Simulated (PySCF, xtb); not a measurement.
Be(Me)2 (C₂H₆Be), SMILES [CH3][Be][CH3].

Harmonic wavenumbers (cm⁻¹) from GFN2-xTB (xtb) at its own minimum, in rising order: 16, 138, 139, 455, 455, 479, 590, 590, 963, 1393, 1393, 1514, 1514, 1514, 1515, 2970, 2970, 2973, 2973, 3003, 3005.

What does r2SCAN-D4/def2-TZVP (PySCF) give at its own minimum? (The exact figures need the calculation; the answer reports its results.)

5, 200, 200, 547, 547, 552, 742, 742, 1108, 1221, 1252, 1438, 1438, 1441, 1441, 3010, 3011, 3082, 3082, 3083, 3083. Paired by order, the mean absolute difference is 91 cm⁻¹ and the zero-point energies are 43.7 and 44.6 kcal/mol.
